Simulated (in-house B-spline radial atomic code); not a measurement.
Ionising the bromine ion Br⁵⁺ with different functionals

Computed with an all-electron radial atomic-structure program (B-spline basis): non-relativistic Hamiltonian, point nucleus, spin-polarised at highest spin, spherical fractional occupations for the functionals, and exact exchange of hybrids averaged over the configuration. The ionisation energy is the difference of two self-consistent energies, [Ar] 3d10 4s2 → [Ar] 3d10 4s1, without Breit or QED terms; ε is the level of the shell that loses the electron (its least bound occupied spin orbital). There is no spin-orbit coupling in this Hamiltonian.

```tsv
method	rung	ΔSCF (eV)	-ε(4s) (eV)
PBE0	global hybrid	86.22	81.16
B3LYP	global hybrid	86.76	81.22
TPSSh	global hybrid	86.05	80.23
M06-2X	global hybrid	86.34	81.68
BHandHLYP	global hybrid	86.14	82.65
r2SCAN0	global hybrid	85.78	81.40
B97-1	global hybrid	86.57	80.85
HSE06	range-separated hybrid	86.30	80.93
wB97X	range-separated hybrid	86.11	84.11
CAM-B3LYP	range-separated hybrid	86.75	83.06
LC-wPBE	range-separated hybrid	86.42	84.53
```

Problem. Among the functionals, which spreads more, the ΔSCF values or the orbital energies?

Solution. The orbital energies: ΔSCF values span about 0.98 eV and the orbital energies 4.30 eV; here energy differences depend much less on the functional than eigenvalues do.

Problem. How do they compare with the NIST value?

Solution. NIST lists 87.39 eV ± 0.025 (measured, ground level to ground level). Errors run from -1.61 to -0.63 eV; B3LYP is closest (-0.63 eV), though others lie within the uncertainty of it, and part of that can be cancellation, since the calculations leave out relativity, Breit-QED terms.
